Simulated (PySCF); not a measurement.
C₆H₈F₂O₂.
Cartesian coordinates in Å at the GFN2-xTB level; atoms count from 1:
```
atom  x, y, z in Å
C1    -1.5255   -0.7976    0.0709
C2    -0.3250    0.1510   -0.0084
C3    -0.7809    1.5915    0.2094
F4    -1.6708    1.9674   -0.7399
F5     0.2587    2.4538    0.1065
C6     0.4981   -0.0523   -1.2892
O7     1.4211   -1.0817   -0.9888
C8     1.8295   -0.9147    0.3465
C9     0.6838   -0.2484    1.0737
O10    0.5668   -0.0617    2.2500
H11   -1.9505   -0.7861    1.0725
H12   -1.2044   -1.8092   -0.1649
H13   -2.2866   -0.4919   -0.6433
H14   -1.2461    1.7374    1.1957
H15    1.0295    0.8732   -1.5529
H16   -0.1001   -0.3811   -2.1389
H17    2.7090   -0.2551    0.4202
H18    2.0847   -1.8882    0.7693
```

NICS is the negative of the GIAO shielding at a point without a nucleus: at the ring centre (0) and 1 Å above and below it (1); zz is the component along the ring normal. Level: GIAO PBE0/pcSseg-1 (PySCF, non-relativistic, gas phase) on the GFN2-xTB geometry, one conformer.

Ring bond lengths (Å), with Mayer bond orders in brackets: C2–C6 1.536 (0.95), C6–O7 1.415 (0.91), O7–C8 1.406 (0.94), C8–C9 1.512 (0.99), C9–C2 1.532 (0.85).

Q: What do the NICS probes read (ppm)?

A: 
```
          ring                                             type  NICS(0)  NICS(1), two faces  NICS(1)zz, two faces  rms pucker (Å)  centre to ring atoms, mean (Å)
C2–C6–O7–C8–C9  5-membered ring with O; formal bonds all single     -1.2         -2.1 / -2.4           -4.0 / -4.5            0.14                            1.24
```

Q: What can be read from them?

A: 
- C2–C6–O7–C8–C9: mean NICS(1)zz -4.3 ppm, shielded. C2, C6, C8 have four or more neighbours, and the NICS criterion for π rings isn't applied.

Q: At the second NICS(1) probe listed for ring C2–C6–O7–C8–C9, 1 Å off the ring, what do the in-plane components average?

A: The isotropic value is a third of the trace: (3 × -2.4 − (-4.5))/2 = -1.3 ppm.

Q: How shielded are the nuclei of the rings and their hydrogens (means over atoms taken as equivalent)?

A: 
```tsv
atoms	environment	σ isotropic (ppm)
C2	sp3 carbon next to a carbonyl	131.0
C6	sp3 carbon bound to oxygen	112.8
O7	cyclic ether oxygen	321.0
C8	sp3 carbon bound to oxygen	111.2
C9	ketone carbonyl carbon	-36.0
H15	methylene hydrogen	27.09
H16	methylene hydrogen	27.54
H17	methylene hydrogen	27.66
H18	methylene hydrogen	27.31
```
